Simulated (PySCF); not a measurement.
Gas-phase reaction: InH + 2 InCl₂ ⇌ InHCl₂ + 2 InCl

Energies from PySCF, thermal terms from the rigid-rotor harmonic-oscillator model, ideal gas at 1 bar. † marks an energy on the PBE0/def2-TZVP geometry and frequencies. CCSD(T) freezes the core. Open shells (unrestricted): InCl₂ (multiplicity 2); the rest are closed-shell singlets. B3LYP is the form with VWN-RPA correlation. In: scalar-relativistic def2 core potential, no spin-orbit coupling. InH, InCl₂, InHCl₂: computed as isolated molecules; such fragments, hydroxides, amides, oligomers or adducts are transient or little studied in the gas. CCSD(T) isn't extrapolated to the basis-set limit.

PBE/def2-TZVP† gives ΔH°(298 K) = -271 kJ.

Question: What do ωB97M-V/def2-TZVP†, CCSD(T)/def2-SVP†, B3LYP/def2-TZVP† give?

Answer: ωB97M-V/def2-TZVP†: -285 kJ; CCSD(T)/def2-SVP†: -268 kJ; B3LYP/def2-TZVP†: -278 kJ. For scale, ΔH°(298 K) is -271 kJ at this level, -285 kJ at ωB97M-V/def2-TZVP†, and runs from -308 to -224 kJ over the 18 levels computed.
